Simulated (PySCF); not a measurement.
# M06-2X on Se²⁺ (selenium, charge +2)

Configuration: [Ar] 3d10 4s2 4p2, high-spin 3P determinant. All numbers are calculated (PySCF 2.14, a scalar-relativistic core potential, in aug-cc-pVTZ-PP with ECP10MDF).

| Quantity | Value |
| --- | --- |
| Total energy | -372.1721 hartree |
| One-electron energy | -636.3970 hartree |
| Hartree (Coulomb) energy | 292.7549 hartree |
| Exchange-correlation energy | -28.5300 hartree |
| ⟨S²⟩ | 2.0037 |
| ⟨L²⟩ | 2.010 |
| Sum of ⟨r⟩ | 18.33 bohr |
| Sum of ⟨r²⟩ | 23.68 bohr² |
| Traceless quadrupole moment −½Σ⟨3z² − r²⟩ along its main axis | 1.69 e·bohr² |

| shell | electrons | mean orbital energy (eV) | spread (eV) | rms radius, mean of both spins (bohr) |
| --- | --- | --- | --- | --- |
| 3s α | 1 | -243.65 | 0 | 0.618 |
| 3s β | 1 | -243.34 | 0 | 0.618 |
| 3p α | 3 | -190.47 | 0.260 | 0.640 |
| 3p β | 3 | -190.13 | 0.696 | 0.640 |
| 3d α | 5 | -86.377 | 0.444 | 0.687 |
| 3d β | 5 | -86.136 | 0.678 | 0.687 |
| 4s α | 1 | -41.903 | 0 | 1.84 |
| 4s β | 1 | -37.657 | 0 | 1.84 |
| 4p α | 2 | -28.809 | 0 | 2.12 |

Energies and moments cover only the electrons outside the core potential.
